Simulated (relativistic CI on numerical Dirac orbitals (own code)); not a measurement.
Cu²⁺ in a cubic cluster: L2,3 absorption with charge transfer

Computed with a charge-transfer multiplet model of a cubic metal-ligand cluster with up to one ligand hole, Slater and spin-orbit integrals from Dirac-Coulomb-Breit ions, Slater integrals scaled by 0.8. The ground state mixes d9 with configurations of k ligand holes L, whose averages lie at kΔ + k(k − 1)U_dd/2; a core hole lowers each added d electron by U_cd. 300 K, Lorentzian 0.4 eV and Gaussian 0.3 eV FWHM.

Atomic integrals in eV (Slater integrals scaled, ζ unscaled), ground: F2dd 11.066, F4dd 6.905, zeta_d 0.099; with the core hole: F2dd 11.066, F4dd 6.905, zeta_d 0.110, zeta_core 13.385.

Cluster parameters (eV): Δ = 3.9, U_dd = 8.2, U_cd = 10.4, 10Dq = 1.45, 10Dq(ligand) = 0.3, final-state hopping factor = 0.9.

```csv
Case,n_d,d9,d10L,S
"V(eg) = 1.3 eV, V(t2g) = -0.7 eV",9.06,0.94,0.06,0.50
"V(eg) = 1.6 eV, V(t2g) = -0.86 eV",9.09,0.91,0.09,0.50
"V(eg) = 1.9 eV, V(t2g) = -1.02 eV",9.11,0.89,0.11,0.50
"V(eg) = 2.2 eV, V(t2g) = -1.18 eV",9.14,0.86,0.14,0.50
"V(eg) = 2.8 eV, V(t2g) = -1.5 eV",9.18,0.82,0.18,0.50
```

Weights, n_d and S are thermal averages at 300 K. Photon energies count from the first peak over 30 % of the highest in each spectrum, which can be another peak from case to case. The parameters are a model scan and need not match a compound or its usual spin state. Peaks in eV (height, largest 100):
- V(eg) = 1.3 eV, V(t2g) = -0.7 eV: 0.0 (100), 20.1 (38)
- V(eg) = 1.6 eV, V(t2g) = -0.86 eV: 0.0 (100), 20.1 (39)
- V(eg) = 1.9 eV, V(t2g) = -1.02 eV: 0.0 (100), 20.1 (40)
- V(eg) = 2.2 eV, V(t2g) = -1.18 eV: 0.0 (100), 20.1 (40)
- V(eg) = 2.8 eV, V(t2g) = -1.5 eV: 0.0 (100), 20.1 (41)

For the case V(eg) = 1.9 eV, V(t2g) = -1.02 eV, Δ = 3.9 eV is smaller than U_dd = 8.2 eV, the charge-transfer side of the Zaanen-Sawatzky-Allen scheme.
